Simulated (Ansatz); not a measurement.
```yaml
crystal:
  periodic: [false, false, false]
  atoms:
    - {symbol: Sb, position_ang: [0.311950, -3.104611, 0.053393]}
    - {symbol: Sb, position_ang: [0.306886, 0.052290, -3.103245]}
    - {symbol: Sb, position_ang: [-2.774547, -0.006379, -0.002731]}
    - {symbol: Sb, position_ang: [0.304800, -0.053620, 3.102563]}
    - {symbol: Sb, position_ang: [0.298844, 3.104614, -0.052272]}
    - {symbol: In, position_ang: [-1.422424, -1.802418, -1.797819]}
    - {symbol: In, position_ang: [2.198156, -2.023446, 2.026886]}
    - {symbol: In, position_ang: [2.187650, 2.036476, -2.030896]}
    - {symbol: In, position_ang: [-1.431891, 1.793041, 1.796109]}
    - {symbol: H, position_ang: [1.131168, -4.226195, -0.924818]}
    - {symbol: H, position_ang: [-0.715452, -4.234627, 0.798990]}
    - {symbol: H, position_ang: [1.128733, -0.924849, -4.223926]}
    - {symbol: H, position_ang: [-0.723347, 0.792771, -4.234110]}
    - {symbol: H, position_ang: [-3.901802, -0.905117, 0.893800]}
    - {symbol: H, position_ang: [-3.901553, 0.889740, -0.902184]}
    - {symbol: H, position_ang: [-0.722716, -0.802403, 4.230380]}
    - {symbol: H, position_ang: [1.118955, 0.926698, 4.226037]}
    - {symbol: H, position_ang: [-0.730852, 4.235786, -0.792923]}
    - {symbol: H, position_ang: [1.116443, 4.223967, 0.929915]}
    - {symbol: H, position_ang: [-2.462158, -2.765937, -2.763484]}
    - {symbol: H, position_ang: [2.320267, -3.227288, 3.232741]}
    - {symbol: H, position_ang: [3.253820, -1.069409, 1.075444]}
    - {symbol: H, position_ang: [2.291920, 3.241404, -3.237191]}
    - {symbol: H, position_ang: [3.256812, 1.093956, -1.083659]}
    - {symbol: H, position_ang: [-2.476862, 2.753256, 2.759402]}
basis:
  gaussian: {orbitals: STO-3G}
magnetization: {spin_polarized: true, initial_magnetization: 1}
hamiltonian: {xc: {name: B3LYP}}
scf: {omitted_lower_state_checks: [starts]}
```

```sh
$ ansatz run in.yaml --threads 2 --pin off --events-out ev --progress --plain --max-ram 32768MiB --backend cuda --devices 0, --max-vram 18GiB
```

It prints (some lines left out):

```
Functional definition: B3LYP
3091 factors; integrals over basis functions are off by at most 4.8e-5 eV
mean field evaluation 1: about -1469859.5648 eV, gradient 1.5e1 eV
mean field evaluation 2: about -1469860.7346 eV, gradient 1.0e1 eV
mean field evaluation 4: about -1469861.7545 eV, gradient 1.1e0 eV
mean field evaluation 8: about -1469861.4578 eV, gradient 2.7e-2 eV
mean field evaluation 16: about -1469861.4578 eV, gradient 3.2e-4 eV
mean field -1469861.48032245 eV, -54016.4130939549 hartree, gradient 8.8e-6 eV, S^2 0.751649; 0 other end points of the search recorded, 0 dependent functions left out
reference -1469861.48071529 eV, -54016.4131083916 hartree; 234, 233 occupied and 25, 26 virtual orbitals, 3091 factors
Total energy: -1469861.48071529 eV, -54016.4131083916 hartree
Checks for a lower state left out: starts
```

It took 18 s on 2 threads of AMD EPYC 7R13 on a shared host and a share (18 GiB) of an NVIDIA H100 80GB HBM3.

B3LYP takes the VWN-RPA correlation.
